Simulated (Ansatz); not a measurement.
Computed with Ansatz on PBE0-D4/def2-TZVP structures; ΔE is electronic, products minus reactants. CCSD(T)/CBS is the MP2 limit (def2-TZVPP, def2-QZVPP) plus CCSD(T) − MP2 in def2-TZVPP, frozen cores. This one scheme is used for every species. Functionals use def2-TZVPP. HSE06 is defined as in plane-wave codes. One conformer a species, not always the lowest.

Consider the silylene formation by 1,1-elimination: `COC[SiH2]C` → `COC` + `C[SiH]`.

`COC[SiH2]C`:

Z-matrix (Å, degrees):
```
C
O 1 1.400
H 1 1.099 2 111.4
H 1 1.090 2 107.4 3 119.2
H 1 1.099 2 112.3 3 -121.3
C 2 1.415 1 113.0 3 59.0
Si 6 1.903 2 114.7 1 74.3
H 6 1.095 2 106.2 1 -167.1
H 6 1.102 2 110.7 1 -52.0
C 7 1.868 6 110.0 2 49.2
H 7 1.491 6 111.5 2 -73.1
H 7 1.491 6 106.7 2 170.1
H 10 1.093 7 110.7 6 60.8
H 10 1.092 7 111.4 6 -178.6
H 10 1.092 7 110.2 6 -58.4
```

`COC`:

```xyz
9

C     0.244    1.013    0.512
O     0.798   -0.205    0.104
C    -0.151   -1.037   -0.500
H    -0.169    1.574   -0.338
H     1.039    1.602    0.970
H    -0.559    0.866    1.249
H    -0.582   -0.572   -1.399
H     0.353   -1.960   -0.788
H    -0.973   -1.280    0.188
```

`C[SiH]`:

Cartesian coordinates in Å:
```
C -0.160 -0.321 -0.389
Si 0.194 -0.054 1.451
H -0.897 0.416 -0.735
H -0.519 -1.323 -0.627
H 0.749 -0.120 -0.970
H 0.633 1.401 1.271
```

Problem. Is it downhill or uphill in electronic energy at CCSD(T)/CBS, and by how much? (An estimate is asked.)

Solution. Ansatz gave: Uphill: ΔE = +214.0 kJ/mol.

Problem. What do these levels give: HSE06-D4, BHLYP-D4, PBE0, CCSD/def2-SVP, SCS-MP2/def2-QZVPP, HF/CBS(def2)? (Best estimate.)

Solution. Computed: HSE06-D4 223.7, BHLYP-D4 217.8, PBE0 214.4, CCSD/def2-SVP 193.7, SCS-MP2/def2-QZVPP 216.8, HF/CBS(def2) 189.1 kJ/mol.

Largest T1 diagnostic among the species: 0.012.

Leaving LDA and LC-ωPBE aside and taking each functional with its dispersion term where it has one, the values, not all of them listed here, spread over 32.6 kJ/mol, from BLYP-D4 to r2SCAN0-D4. LDA lies +37.0 kJ/mol from PBE without D4. From PBE to PBE0 (25 % exact exchange), in def2-TZVPP and without D4, ΔE moves by +9.1 kJ/mol. In def2-TZVPP, CCSD(T) changes the Hartree–Fock value by +19.3 kJ/mol (the triples alone add +4.6 kJ/mol) and MP2 by +36.3 kJ/mol.
